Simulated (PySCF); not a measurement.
**Radial density of Tb (terbium, neutral)**

UHF, [Xe] 4f10 6s1, one real determinant (an excited configuration). All numbers are calculated (PySCF 2.14, scalar relativity by spin-free X2C-1e, in x2c-TZVPPall).

```json
{"r (bohr)": "0.0256", "4πr²ρ (e/bohr)": "76.73", "4πr²(ρα − ρβ)": "0.0034"}
{"r (bohr)": "0.0431", "4πr²ρ (e/bohr)": "93.00", "4πr²(ρα − ρβ)": "0.0066"}
{"r (bohr)": "0.0725", "4πr²ρ (e/bohr)": "114.1", "4πr²(ρα − ρβ)": "-0.0013"}
{"r (bohr)": "0.122", "4πr²ρ (e/bohr)": "86.26", "4πr²(ρα − ρβ)": "0.0492"}
{"r (bohr)": "0.205", "4πr²ρ (e/bohr)": "99.45", "4πr²(ρα − ρβ)": "0.6914"}
{"r (bohr)": "0.345", "4πr²ρ (e/bohr)": "44.03", "4πr²(ρα − ρβ)": "2.9940"}
{"r (bohr)": "0.580", "4πr²ρ (e/bohr)": "49.79", "4πr²(ρα − ρβ)": "4.7500"}
{"r (bohr)": "0.976", "4πr²ρ (e/bohr)": "17.00", "4πr²(ρα − ρβ)": "2.8482"}
{"r (bohr)": "1.64", "4πr²ρ (e/bohr)": "7.247", "4πr²(ρα − ρβ)": "0.6067"}
{"r (bohr)": "2.76", "4πr²ρ (e/bohr)": "1.135", "4πr²(ρα − ρβ)": "0.1188"}
{"r (bohr)": "4.65", "4πr²ρ (e/bohr)": "0.2272", "4πr²(ρα − ρβ)": "0.2169"}
{"r (bohr)": "7.81", "4πr²ρ (e/bohr)": "0.07167", "4πr²(ρα − ρβ)": "0.0715"}
{"r (bohr)": "13.1", "4πr²ρ (e/bohr)": "0.0004875", "4πr²(ρα − ρβ)": "0.0005"}
```

Densities and radii are taken from the X2C orbitals without a picture-change correction, which distorts them close to the nucleus.

⟨L²⟩ = 34.03 against 42 for a pure I term, so this real determinant mixes terms. Spin-orbit coupling, absent here, splits the open shell strongly.
